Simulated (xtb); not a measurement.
A run for xtb: GFN2-xTB on Lu2, 2S+1 = 3, a spin state set in the input, which need not be the lowest, a point of a bond scan (R = 3.255 Å).

```
$ xtb mol.xyz --gfn 2 --sp --chrg 0 --uhf 2
2

Lu     0.00000000     0.00000000     0.00000000
Lu     0.00000000     0.00000000     3.25482600
```

**Question.** Give the final energy of this run.

**Answer.** -1.7678 hartree.
